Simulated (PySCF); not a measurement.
Spectrum to structure. The calculation used TDDFT PBE0/def2-SVPD, vertical, gas phase, core orbitals frozen in the response in PySCF 2.14.0, density-fitted response routines. Geometries: GFN2-xTB, one conformer each.

| state | ν̃ (cm⁻¹) | f | main configurations (H = HOMO, L = LUMO) |
| --- | --- | --- | --- |
| S1 | 58330 | 0.016 | H→L (92%) |
| S2 | 60600 | 0.0005 | H→L+2 (34%), H→L+3 (31%), H-2→L (14%) |
| S3 | 61750 | 0.0010 | H-1→L (81%) |
| S4 | 62970 | 0.045 | H→L+1 (60%), H→L+2 (16%), H-2→L+1 (9%) |
| S5 | 63430 | 0.0073 | H-2→L (23%), H→L+2 (17%), H-1→L+2 (12%) |
| S6 | 63630 | 0.020 | H→L+3 (37%), H→L+2 (15%), H-3→L (12%) |

Triplets computed (Tamm–Dancoff): 6.97, 7.18 eV.

Task: Which candidate is it?
A. `CC[C@H]([S@](=O)C)C`
B. `[SiH2](O[SiH2]O[SiH2]C)C`
C. `COCC(=O)O[SiH3]`

Result: B. Its S1, at 7.23 eV, is the highest among the candidates; the nearest of the others has S1 at 5.75 eV. S1 is HOMO→LUMO (92%). Löwdin shares by element: HOMO oxygen 33%, silicon 15% or more, hydrogen 11% or more (atoms not listed hold the other 42%); LUMO silicon 51%, hydrogen 6% or more (atoms not listed hold the other 43%). At the same level the other candidates give, for their lowest levels:
- `COCC(=O)O[SiH3]`: 5.66 eV (f 0.002); 6.63 eV (f 0.028); 6.65 eV (f 0.018); 7.20 eV (f 0.011); 7.56 eV (f 0.002); T1 5.15 eV; HOMO -7.62, LUMO -0.21 eV
- `CC[C@@H](C)[S@@](C)=O`: 5.75 eV (f 0.018); 5.95 eV (f 0.043); 6.31 eV (f 0.030); 6.59 eV (f 0.042); 6.84 eV (f 0.002); T1 5.05 eV; HOMO -6.61, LUMO 0.47 eV

The values belong to the conformer `[CH3:1][SiH2:2][O:3][SiH2:4][O:5][SiH2:6][CH3:7]`: C1–Si2–O3–Si4 40°, Si2–O3–Si4–O5 9°, O3–Si4–O5–Si6 5°, Si4–O5–Si6–C7 150°.

Without π bonds the low states may be Rydberg-like; a valence basis with one diffuse set may place them up to an eV too high.
